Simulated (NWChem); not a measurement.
All runs are NWChem calculations. System: C2H2F, charge 1, spin multiplicity 1, at the geometry of a parent with another charge or spin, in a state set for the comparison that need not be this species' ground state. Level: MP2/def2-TZVP, 3 core orbitals frozen.

The NWChem input:

```
start mol
memory heap 200 mb stack 900 mb global 1100 mb
charge 1
geometry units angstroms nocenter noautoz
  C      1.205366    -0.026439     0.000000
  C     -0.033877     0.422018     0.000000
  F     -1.164360    -0.216129     0.000000
  H      1.410561    -1.104048     0.000000
  H      2.039751     0.675729     0.000000
  symmetry group Cs
end
basis spherical
  * library def2-tzvp
end
scf
  rhf
  nopen 0
  maxiter 100
  thresh 1e-7
  semidirect memsize 60000000 filesize 0
end
mp2
  freeze core 3
end
task mp2 energy
```

Part of the output:

```
             Northwest Computational Chemistry Package (NWChem) 7.3.0
             --------------------------------------------------------

                                NWChem Input Module
                                -------------------

 Scaling coordinates for geometry "geometry" by  1.889725989
 (inverse scale =  0.529177249)

 Turning off AUTOSYM since
 SYMMETRY directive was detected!

                             Geometry "geometry" -> ""
                             -------------------------

 Output coordinates in angstroms (scale by  1.889725989 to convert to a.u.)

  No.       Tag          Charge          X              Y              Z
 ---- ---------------- ---------- -------------- -------------- --------------
    1 C                    6.0000     1.20536600    -0.02643900     0.00000000
    2 C                    6.0000    -0.03387700     0.42201800     0.00000000
    3 F                    9.0000    -1.16436000    -0.21612900     0.00000000
    4 H                    1.0000     1.41056100    -1.10404800     0.00000000
    5 H                    1.0000     2.03975100     0.67572900     0.00000000

 Effective nuclear repulsion energy (a.u.)      60.7853044832

            Nuclear Dipole moment (a.u.)
            ----------------------------
        X                 Y               Z
 ---------------- ---------------- ----------------
     0.0000113384    -0.0000113384     0.0000000000

      Symmetry information
      --------------------

 Group name             Cs
 Group number              2
 Group order               2
 No. of unique centers     5

      Symmetry unique atoms

     1    2    3    4    5


 Summary of "ao basis" -> "" (spherical)
 ------------------------------------------------------------------------------
       Tag                 Description            Shells   Functions and Types
 ---------------- ------------------------------  ------  ---------------------
 *                         def2-tzvp                  on all atoms

 Summary of "ao basis" -> "ao basis" (spherical)
 ------------------------------------------------------------------------------
       Tag                 Description            Shells   Functions and Types
 ---------------- ------------------------------  ------  ---------------------
 C                         def2-tzvp                11       31   5s3p2d1f
 F                         def2-tzvp                11       31   5s3p2d1f
 H                         def2-tzvp                 4        6   3s1p

                                 NWChem SCF Module
                                 -----------------

  ao basis        = "ao basis"
  functions       =   105
  atoms           =     5
  closed shells   =    11
  open shells     =     0
  charge          =   1.00
  wavefunction    = RHF
  use symmetry    = T
  symmetry adapt  = T

 Summary of "ao basis" -> "ao basis" (spherical)
 ------------------------------------------------------------------------------
       Tag                 Description            Shells   Functions and Types
 ---------------- ------------------------------  ------  ---------------------
 C                         def2-tzvp                11       31   5s3p2d1f
 F                         def2-tzvp                11       31   5s3p2d1f
 H                         def2-tzvp                 4        6   3s1p

      Symmetry analysis of basis
      --------------------------

        a'         73
        a"         32

 Forming initial guess at       0.0s
[...]
    38      0.329189  2 C  py                 5     -0.232137  1 C  s
    44      0.232580  2 C  py                35      0.223666  2 C  s
    69     -0.188233  3 F  py                75     -0.176717  3 F  py
    72     -0.165492  3 F  py                96      0.157486  4 H  s

 Vector   13  Occ=0.000000D+00  E=-1.314929D-01  Symmetry=a"
              MO Center=  7.8D-01,  1.3D-01, -2.4D-15, r^2= 2.4D+00
   Bfn.  Coefficient  Atom+Function         Bfn.  Coefficient  Atom+Function
  ----- ------------  ---------------      ----- ------------  ---------------
    14      0.692620  1 C  pz                45     -0.549331  2 C  pz
    42     -0.343107  2 C  pz                39     -0.314850  2 C  pz
     8      0.284978  1 C  pz                11      0.273280  1 C  pz
    76      0.171811  3 F  pz

 Vector   14  Occ=0.000000D+00  E=-3.411654D-02  Symmetry=a'
              MO Center=  1.3D+00,  5.2D-01,  6.7D-17, r^2= 5.0D+00
   Bfn.  Coefficient  Atom+Function         Bfn.  Coefficient  Atom+Function
  ----- ------------  ---------------      ----- ------------  ---------------
   102      2.172201  5 H  s                  5     -1.167661  1 C  s
    12     -0.787404  1 C  px                36      0.607834  2 C  s
     4     -0.589979  1 C  s                 67     -0.578210  3 F  s
    96      0.459006  4 H  s                 43     -0.370986  2 C  px
    13     -0.365462  1 C  py                41     -0.267708  2 C  py

 center of mass
 --------------
 x =  -0.19251550 y =   0.00878122 z =   0.00000000

 moments of inertia (a.u.)
 ------------------
          16.857915024023         -14.526734775591           0.000000000000
         -14.526734775591         174.755938185348           0.000000000000
           0.000000000000           0.000000000000         191.613853209371

  Mulliken analysis of the total density
  --------------------------------------

    Atom       Charge   Shell Charges
 -----------   ------   -------------------------------------------------------
    1 C    6     6.11   0.86  1.12  0.51  0.64  0.10  1.21  1.30  0.31  0.02  0.04  0.01
    2 C    6     5.46   0.86  1.12  0.55  0.56  0.03  1.04  1.02  0.12  0.03  0.12  0.02
    3 F    9     9.01   0.77  1.20  0.61  1.03  0.31  2.20  2.21  0.64  0.00  0.02  0.00
    4 H    1     0.69   0.23  0.41  0.02  0.03
    5 H    1     0.73   0.25  0.43  0.03  0.02

       Multipole analysis of the density wrt the origin
       ------------------------------------------------

     L   x y z        total         open         nuclear
     -   - - -        -----         ----         -------
     0   0 0 0      1.000000      0.000000     23.000000

     1   1 0 0      1.132915      0.000000      0.000011
     1   0 1 0      0.461055      0.000000     -0.000011
     1   0 0 1      0.000000      0.000000      0.000000

     2   2 0 0     -5.692032      0.000000     96.690864
     2   1 1 0     -0.797295      0.000000      6.459581
     2   1 0 1     -0.000000      0.000000      0.000000
     2   0 2 0     -7.846729      0.000000     11.315727
     2   0 1 1     -0.000000      0.000000      0.000000
     2   0 0 2    -11.898060      0.000000      0.000000

                   NWChem MP2 Semi-direct Energy/Gradient Module
                   ---------------------------------------------

  Basis functions       =    105
  Molecular orbitals    =    105
  Frozen core           =      3
  Frozen virtuals       =      0
  Active alpha occupied =      8
  Active beta occupied  =      8
  Active alpha virtual  =     94
  Active beta virtual   =     94
  Use MO symmetry       = T
  Use skeleton AO sym   = T

  AO/Fock/Back tols     =   1.0D-09  1.0D-09  1.0D-09

 GA uses MA = F    GA memory limited = T

 Available:
  local mem=  1.26D+08
 global mem=  1.44D+08
 local disk=  0.00D+00
  mp2_memr nvloc                    94
  nvloc new                    94
   1 passes of   8:        5242880                      60075                  14109453.
   1 passes of   8: M    126152358           G      144157150           F     120909478.

 Semi-direct pass number   1 of   1  for RHF alpha+beta  at        1.7s
  vrange nnbf                  5511
  mp2_eaftype                    53  avail_ma_in_mb                  1099
 EAF : mp2_eaftype filesize          53    7054726.
  mp2_eaf for mointskh                     53
Node 0 wrote     33.2 Mb in      0.0 s     Agg I/O rate:  6689.8 Mb/s
 Done moints_semi at        3.1s
  mp2_eaftype                    53  avail_ma_in_mb                  1046
 EAF : mp2_eaftype filesize          53    7054726.
  mp2_eaf for kh                    53
 Done maket at        3.2s
 Done multipass loop at        3.2s

          -------------------------------------------
          SCF energy                -175.924743766615
          Correlation energy          -0.533934951366
          Singlet pairs               -0.338307081089
          Triplet pairs               -0.195627870277
          Total MP2 energy          -176.458678717981
          -------------------------------------------

          ---------------------------------------------------
                    Spin Component Scaled (SCS) MP2
          Same spin pairs                     -0.130418580184
          Same spin scaling factor             0.333333333333
          Opposite spin pairs                 -0.403516371181
          Opposite spin scaling fact.          1.200000000000
          SCS-MP2 correlation energy          -0.527692505479
          Total SCS-MP2 energy              -176.452436272094
          ---------------------------------------------------

 -----------------------
 Performance information
 -----------------------

 Timer overhead =  1.36D-07 seconds/call

               Nr. of calls         CPU time (s)                 Wall time (s)                GFlops
             ---------------    -------------------     ------------------------------   -------------------
Name         Min   Avg   Max    Min     Avg     Max     Min     Avg     Max   Mx/calls   Min     Max     Sum
mp2: moin     1     1     1    1.4     1.4     1.4      1.4     1.4     1.4     1.4      0.0     0.0     0.0
mp2: make     1     1     1   8.91E-2 8.91E-2 8.91E-2  8.91E-2 8.91E-2 8.91E-2 8.91E-2   0.0     0.0     0.0
mp2: tota     1     1     1    1.5     1.5     1.5      1.5     1.5     1.5     1.5      0.0     0.0     0.0

 The average no. of pstat calls per process was 3.00D+00
 with a timing overhead of 4.08D-07s

 Task  times  cpu:        3.2s     wall:        3.2s

 Total times  cpu:        3.2s     wall:        3.2s
```
